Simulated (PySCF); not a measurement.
C₇H₁₁ (doublet state).
Numbering: `[CH3:1][C:2]1[C@@H:3]2[CH2:4][CH2:5][C@H:6]1[CH2:7]2` (hydrogens: H8, H9, H10 on C1; H11 on C3; H12, H13 on C4; H14, H15 on C5; H16 on C6; H17, H18 on C7)

Structure used (PBE0-D3(BJ)/def2-SVP), in Å, numbered top down from 1:
```xyz
18
C7H11 angstrom
C      2.2303    0.5840   -0.0193
C      0.7698    0.4482    0.1781
C     -0.2969    0.4507   -0.9079
C     -1.5740    0.7445   -0.1040
C     -1.3226   -0.1819    1.1204
C      0.0365   -0.7739    0.7130
C     -0.2023   -1.0941   -0.7872
H      2.7725    0.5060    0.9363
H      2.4841    1.5526   -0.4783
H      2.6412   -0.2041   -0.6855
H     -0.1631    0.9716   -1.8663
H     -2.4849    0.4775   -0.6623
H     -1.6463    1.8054    0.1772
H     -2.0947   -0.9591    1.2334
H     -1.2604    0.3758    2.0665
H      0.5079   -1.4937    1.3968
H     -1.0991   -1.6854   -1.0492
H      0.6844   -1.5114   -1.2850
```

The hyperfine couplings belong to this conformer and change with its torsions.

The calculation used UKS B3LYP, IGLO-III on C, pcH-1 on H, non-relativistic, mean-field spin-orbit, GIAO (PySCF 2.14.0). Isolated species at its PBE0-D3(BJ)/def2-SVP geometry, gas phase. No stability test was run, so a lower SCF solution isn't excluded.

Principal values of hyperfine tensors in MHz (contact and dipolar terms together), for some of the nuclei:

```tsv
atom	isotope	A1	A2	A3	alike by the symmetry of this geometry
C2	13C	116.23	118.71	337.59	none
H10	1H	139.85	141.57	150.70	none
C7	13C	78.83	79.90	91.80	none
H17	1H	63.46	65.14	71.03	none
H8	1H	23.96	24.80	39.07	none
H9	1H	21.99	22.87	37.07	none
C3	13C	-18.28	-15.87	-8.47	C6
C1	13C	-11.20	-10.96	-4.28	none
```

(1) Give the isotropic coupling of each nucleus in MHz and in mT (g = 2.0025), and the anisotropic part.

(2) What spin density at the nucleus of H8 lies behind its contact coupling (g_N = 5.58569)?

(3) C4 (13C, g_N = 1.40482) isn't in the table. Its spin density at the nucleus is 0.03011 bohr⁻³. What is its contact coupling?

(4) Which nucleus of the table has the largest anisotropic coupling, and what is its form?

(5) What first-order splitting does H10 cause when the field lies along A1, A2 or A3 of its tensor (g taken as isotropic, no quadrupole term)?

## Answers

(1) a_iso is a third of the trace, T = A − a_iso, and a(mT) = a(MHz)/(g × 13.996).

```tsv
atom	a_iso (MHz)	a_iso (mT)	T1	T2	T3
C2	190.84	6.809	-74.61	-72.13	146.74
H10	144.04	5.139	-4.19	-2.47	6.66
C7	83.51	2.980	-4.68	-3.61	8.29
H17	66.54	2.374	-3.08	-1.40	4.48
H8	29.28	1.045	-5.32	-4.47	9.79
H9	27.31	0.974	-5.32	-4.44	9.76
C3	-14.21	-0.507	-4.07	-1.66	5.74
C1	-8.81	-0.314	-2.39	-2.14	4.53
```

(2) a_FC = 800.24 MHz bohr³ × g_N × ρ(0)/(2S). With a_FC = 29.28 MHz and 2S = 1, ρ(0) = 0.006549 bohr⁻³. In magnitude that is 2.1 % of the 1/π = 0.318 of a free hydrogen atom.

(3) By the same relation, a_FC = 33.8 MHz. Its full tensor has the principal values 31.35, 31.89, 38.30 MHz.

(4) C2: -74.6, -72.1, 146.7 MHz, axial, in the ratio −1:−1:+2, the form that spin in one p orbital centred on that nucleus gives.

(5) 2 lines (I = 1/2), spaced by |A_i|/(g × 13.996): 4.99, 5.05, 5.38 mT along the axes of A1, A2 and A3.
